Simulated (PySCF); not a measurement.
Coordinates in bohr (charge 2 multiplicity 1):
```
S     0.0000    0.0000    0.0000
Se    0.0000    0.0000    3.7097
Se    0.0000    0.0000   -3.7097
```

All numbers come from PBE0/[S def2-TZVP, Se def2-TZVP], no relativity, density fitting, PySCF.

This geometry of SSe₂²⁺ is a stationary point at this level.

(1) What is the point group?

(2) Is it a minimum?

(3) Which band is strongest in the infrared?

(4) What are the dipole moment and the gap between the highest occupied and lowest empty levels?

(5) Give the atomic charges and bond orders.

## Answers

(1) D∞h.

(2) Yes: all harmonic wavenumbers are real.

(3) 783 cm⁻¹ (σu+), 20 km/mol.

(4) 0.00 D about the centre of mass and 3.90 eV.

(5) 
```tsv
atom	Mulliken	Löwdin	polar tensor	Mayer order to S1
S1	0.46	0.55	0.50	–
Se2,3	0.77	0.72	0.75	1.93
```
Other Mayer orders above 0.3: Se–Se 0.81.

Only a few start shapes were tried, so a lower isomer may exist. At this level a singlet minimum of C2v symmetry lies 37 kJ/mol below this structure.
